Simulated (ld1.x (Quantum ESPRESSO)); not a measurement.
**Cutoff test, Sb, TM**

antimony (Sb), norm-conserving Troullier–Martins (Kleinman–Bylander form), made with ld1.x (Quantum ESPRESSO) 7.5 (LDA (PZ), scalar-relativistic). Core [Kr] 4d10, reference 5s1 5p4. Waves: 5s (bound): rc 1.60 bohr; 5p (bound): rc 1.90 bohr. Local part: all-electron potential smoothed inside 1.60 bohr (lloc = -2). Core correction: a·sin(br)/r model core inside 1.00 bohr.

The pseudo-atom Hamiltonian at the reference potential is diagonalised in spherical Bessel functions j_l(qr) that vanish at 20 bohr, with q² up to the cutoff. All-electron valence levels (Ry): 5s -1.0211, 5p -0.4091.

How do the lowest levels (Ry) of each channel move with the cutoff, and are there ghosts?

| cutoff (Ry) | s #1 | s #2 | p #1 | d #1 | d #2 | f #1 | f #2 | Σ f·Δε (mRy) |
| --- | --- | --- | --- | --- | --- | --- | --- | --- |
| 8 | -0.9797 | -0.0377 | -0.4004 | -0.0415 | 0.0737 | 0.1116 | 0.2328 | 76.4 |
| 15 | -0.9982 | -0.0385 | -0.4064 | -0.1152 | 0.0687 | 0.1116 | 0.2327 | 33.8 |
| 25 | -1.0111 | -0.0431 | -0.4078 | -0.1360 | 0.0678 | 0.1116 | 0.2327 | 15.3 |
| 40 | -1.0174 | -0.0451 | -0.4088 | -0.1367 | 0.0677 | 0.1116 | 0.2327 | 4.9 |
| 55 | -1.0199 | -0.0459 | -0.4090 | -0.1368 | 0.0677 | 0.1116 | 0.2327 | 1.5 |
| 80 | -1.0206 | -0.0461 | -0.4091 | -0.1368 | 0.0677 | 0.1116 | 0.2327 | 0.6 |
| 400 | -1.0211 | -0.0462 | -0.4091 | -0.1368 | 0.0677 | 0.1116 | 0.2327 | 0.0 |

Result: ghost state, extra bound levels that the all-electron valence spectrum of the same l lacks: d at -1.86 eV (a true bound ghost makes a file unfit for plane-wave use); 10 mRy is reached at 30 Ry and 1 mRy at 60 Ry.
